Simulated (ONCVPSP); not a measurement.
**An all-electron radial function and its pseudo partner (magnesium (Mg))**

Columns: radius, all-electron u(r) and pseudo u(r) of the 2s shell (level -79.85 eV) of magnesium in the configuration [He] 2s2 2p6 3s2; PBE, scalar-relativistic, ONCV scheme, ONCVPSP 4.0.1.

| r (bohr) | all-electron | pseudo |
| --- | --- | --- |
| 0.065 | -0.5587 | 0.2219 |
| 0.130 | -0.3275 | 0.4349 |
| 0.195 | 0.1084 | 0.6306 |
| 0.260 | 0.5235 | 0.8017 |
| 0.325 | 0.8445 | 0.9424 |
| 0.390 | 1.0603 | 1.0492 |
| 0.455 | 1.1836 | 1.1208 |
| 0.520 | 1.2338 | 1.1581 |
| 0.585 | 1.2305 | 1.1637 |
| 0.650 | 1.1903 | 1.1415 |
| 0.715 | 1.1263 | 1.0964 |
| 0.780 | 1.0483 | 1.0336 |
| 0.845 | 0.9633 | 0.9585 |
| 0.910 | 0.8764 | 0.8764 |
| 0.975 | 0.7908 | 0.7923 |
| 1.040 | 0.7090 | 0.7102 |
| 1.105 | 0.6322 | 0.6327 |
| 1.170 | 0.5611 | 0.5612 |
| 1.235 | 0.4962 | 0.4961 |
| 1.300 | 0.4373 | 0.4372 |
| 1.365 | 0.3843 | 0.3843 |
| 1.430 | 0.3369 | 0.3369 |
| 1.495 | 0.2948 | 0.2947 |
| 1.560 | 0.2574 | 0.2573 |
| 1.625 | 0.2244 | 0.2243 |
| 1.690 | 0.1952 | 0.1952 |

**Question.** How many radial nodes do the two functions have?

**Answer.** The all-electron 2s function has n − l − 1 = 1; the pseudo-wave has 0, since the states of the same l below it are removed with the core.

**Question.** At about which radius was the pseudo-wave matched?

**Answer.** 1.30 bohr. The columns agree to 0.0005 from 1.17 bohr on; several derivatives are matched, so the curves merge somewhat inside the radius.

**Question.** Is the pseudo-wave norm-conserving?

**Answer.** Yes: the ONCV scheme keeps the norm inside the radius equal to the all-electron one, which fixes the energy derivative of the logarithmic derivative at the level.
